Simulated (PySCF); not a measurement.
Mapped SMILES: `[NH2:1][C:2](=[O:3])[SiH2:4][NH:5][SiH3:6]`; H(Xn) means a hydrogen on atom n.

PySCF 2.14.0 with density-fitted response routines calculation with GIAO PBE0/pcSseg-1 shieldings and GFN2-xTB geometry; no relativistic terms, gas phase, one conformer, rapidly exchanging positions averaged.

References, each an isolated molecule treated in the same way: TMS for 13C, 1H, 29Si; 15N against NH3; 17O vs H2O.

| atoms | nucleus | count | δ (ppm) |
| --- | --- | --- | --- |
| N1 | 15N | 1 | 131.1 |
| N5 | 15N | 1 | ? |
| O3 | 17O | 1 | 482.5 |
| H(Si4) | 1H | 2 | ? |
| Si4 | 29Si | 1 | -60.3 |
| C2 | 13C | 1 | 181.6 |
| Si6 | 29Si | 1 | ? |
| H(Si6) | 1H | 3 | 4.82 |
| H(N1) | 1H | 2 | 5.28 |
| H(N5) | 1H | 1 | 0.62 |

Estimate the values marked ?.

Answers


- H(Si4): 4.90 ppm, hydrogen on a silicon bonded to C, N
- N5: -12.6 ppm, nitrogen bonded to 2 Si, H
- Si6: -56.6 ppm, silicon bonded to N, 3 H

OH and NH positions are those of a molecule without intermolecular hydrogen bonds; in solution they move with solvent, concentration and temperature, and exchange usually removes their couplings. Shifts are as computed. Against solution values, carbons near 30 ppm lie about +3 ppm off and those near 130 ppm about +5 ppm. Of 1211 compounds with measured shifts, 218 miss one by over three times the rms of a fit or turn the order of signals round; such compounds aren't used in these exercises. Hydrogen bonding in solution shields acid and N–H amide carbonyl oxygens by tens of ppm. Hydrogen bonding in solution deshields acid and N–H amide carbonyl carbons by as much as 10 ppm beyond these values. Unscaled 17O shifts of doubly bonded oxygen tend to come out too high, by tens of ppm or more. Experimental scales use liquid or dissolved standards, which lie at an offset from isolated NH3 (liquid NH3: subtract about 20 ppm) and H2O (liquid H2O: subtract about 36 ppm).
